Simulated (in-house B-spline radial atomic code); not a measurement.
# Binding energies in Re+

NIST's tabulated ground configuration is [Xe] 4f14 5d5 6s1; each binding energy is the energy of the ion with one electron taken from that subshell, relaxed, less that of the parent. Method: Dirac-Kohn-Sham B3LYP, spherical fractional occupations, Fermi nucleus of rms radius 5.3698 fm. Calculated with a radial B-spline atomic code at the basis-set limit. Energies include first-order Breit, QED and recoil terms.

Caution: exact exchange at fractional occupations of open shells leaves self-interaction of up to several eV.

| subshell | X-ray name | binding energy (eV) | -ε (eV) | relaxation (eV) |
| --- | --- | --- | --- | --- |
| 1s | K | 71844.5 | 71662.5 | -506.4 |
| 2s | L1 | 12495.9 | 12453.3 | -87.1 |
| 2p1/2 | L2 | 11985.1 | 11914.1 | -113.9 |
| 2p3/2 | L3 | 10551 | 10473.6 | -104.7 |
| 3s | M1 | 2915.8 | 2901.9 | -22.9 |
| 3p1/2 | M2 | 2677.4 | 2660.8 | -24.9 |
| 3p3/2 | M3 | 2367.1 | 2347.1 | -25.0 |
| 3d3/2 | M4 | 1969.8 | 1942.3 | -30.7 |
| 3d5/2 | M5 | 1903.1 | 1874.3 | -30.8 |
| 4s | N1 | 627 | 618.7 | -10.4 |
| 4p1/2 | N2 | 526.4 | 517.8 | -10.3 |
| 4p3/2 | N3 | 454.5 | 444.4 | -11.0 |
| 4d3/2 | N4 | 288.9 | 278.5 | -10.8 |
| 4d5/2 | N5 | 275.8 | 264.9 | -11.1 |
| 5s | O1 | 102.7 | 96.7 | -6.3 |
| 5p1/2 | O2 | 71.35 | 65.57 | -5.99 |
| 4f5/2 | N6 | 66.07 | 55.64 | -10.26 |
| 4f7/2 | N7 | 63.72 | 53.09 | -10.37 |
| 5p3/2 | O3 | 60.5 | 54.42 | -6.16 |
| 5d | O4,5 | 18.22 | 13.12 | -5.09 |
| 6s | P1 | 15.98 | 12.71 | -3.30 |

Relaxation = -ε minus the binding energy without Breit, QED and recoil terms. With a density functional, K lines can miss by some tenths of a per cent, more in light atoms. For a density functional the relaxation so defined is negative, because -ε of a Kohn-Sham level is smaller than the binding energy.

Emission lines follow as differences of binding energies, with λ = 12398.42 eV·Å / E:

```json
{"line": "K-L3", "holes": "1s → 2p3/2", "energy (eV)": "61293.5", "wavelength (Å)": "0.20228"}
{"line": "K-L2", "holes": "1s → 2p1/2", "energy (eV)": "59859.4", "wavelength (Å)": "0.20713"}
{"line": "K-M3", "holes": "1s → 3p3/2", "energy (eV)": "69477.4", "wavelength (Å)": "0.17845"}
{"line": "L3-M5", "holes": "2p3/2 → 3d5/2", "energy (eV)": "8647.9", "wavelength (Å)": "1.4337"}
{"line": "L2-M4", "holes": "2p1/2 → 3d3/2", "energy (eV)": "10015.3", "wavelength (Å)": "1.2379"}
{"line": "L1-M3", "holes": "2s → 3p3/2", "energy (eV)": "10128.8", "wavelength (Å)": "1.2241"}
{"line": "L3-M1", "holes": "2p3/2 → 3s", "energy (eV)": "7635.2", "wavelength (Å)": "1.6239"}
{"line": "L2-N4", "holes": "2p1/2 → 4d3/2", "energy (eV)": "11696.2", "wavelength (Å)": "1.06"}
{"line": "M5-N7", "holes": "3d5/2 → 4f7/2", "energy (eV)": "1839.4", "wavelength (Å)": "6.7405"}
{"line": "M4-N6", "holes": "3d3/2 → 4f5/2", "energy (eV)": "1903.7", "wavelength (Å)": "6.5127"}
```

(1) What screening constant σ does Moseley's law, E = (3/4)·13.6057 eV·(Z - σ)², need for K-L3?

Moseley's non-relativistic formula needs a falling, then negative, screening constant for heavy elements, because relativity binds the 1s electron more strongly than the formula allows.

(2) What does it cost to remove both a 4d3/2 and a 5p1/2 electron?

(3) What does it cost to remove both a 3s and a 3p3/2 electron?

(4) What does it cost to remove both a 3s and a 3d5/2 electron?

Results:

(1) σ = -2.50.

(2) 377.07 eV, which is 16.8 eV more than the two single binding energies together.

(3) 5339.8 eV, which is 56.82 eV more than the two single binding energies together.

(4) 4881.3 eV, which is 62.36 eV more than the two single binding energies together.
